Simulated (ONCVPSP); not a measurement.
Before and after: ONCV potential for Pr (Z = 59)

praseodymium (Pr), optimised norm-conserving Vanderbilt (ONCV), made with ONCVPSP 4.0.1 (BLYP, scalar-relativistic). Core [Kr] 4d10 4f2, reference 5s2 5p6 5d1 6s2. Waves: 5s+6s: rc 2.60 bohr, ncon 4, nbas 9, qcut 5.4 1/bohr, 2 projectors; 5p: rc 2.45 bohr, ncon 4, nbas 7, qcut 4.8 1/bohr, 2 projectors, debl 2.3 Ha; 5d: rc 3.60 bohr, ncon 5, nbas 10, qcut 5 1/bohr, 2 projectors, debl 0.8 Ha. Local part: polynomial inside 1.60 bohr (lpopt 5, dvloc0 1 Ha). Core correction: Teter function, fcfact 3.75, rcfact 1.55.

Change: all radii but the core radius scaled by about 1.08 (s 2.80, p 2.64, d 3.88 bohr); local potential polynomial inside 1.72 bohr (lpopt 5, dvloc0 1 Ha).

Cutoffs: the cutoffs (Ha) at which the residual kinetic energy of the hardest occupied pseudo-wave falls to 1 and 0.1 mHa per electron; they do not see the model core or the augmentation charge, which bear on the density cutoff. Errors are all-electron minus pseudo energies relative to the spin-unpolarised reference configuration.

Question: How do hardness, ghosts and transferability respond?

Answer: The potential gets softer (8.5 Ha and 10 Ha → 7.4 Ha and 9.5 Ha); of the 4 tests that both files solve, the error grows in 1 and shrinks in 2 by more than 15 % and 0.3 meV (median size 4.7 → 5.5 meV); neither file shows a bound ghost. A larger radius leaves more room for a smooth pseudo-wave, so fewer plane waves are needed.

```csv
quantity,base,changed
"cutoff, loose",8.5 Ha,7.4 Ha
"cutoff, tight",10 Ha,9.5 Ha
loose cutoff by channel,"s 8.5 Ha, p 5.4 Ha, d 6.4 Ha","s 7.4 Ha, p 5.5 Ha, d 6.2 Ha"
bound ghosts,none,none
GHOST(+) flags under 300 eV,s at 64.5 eV,s at 73.8 eV
"error for 5s2 5p6 5d1 6s1, meV [ΔE 6.08 eV]",-1.7,-1.9
"error for 5s2 5p6 5d1 6s0, meV [ΔE 17.43 eV]",-7.7,-9.1
"error for 5s2 5p6 5d0 6s0, meV [ΔE 36.72 eV]",-54,-45
"error for 5s2 5p6 5d1 6s0 6p2, meV [ΔE 5.27 eV]",-0.8,+0.3
"rms error of d²Exc/dni dnj with the model core, mHa",1.09,1.18
```
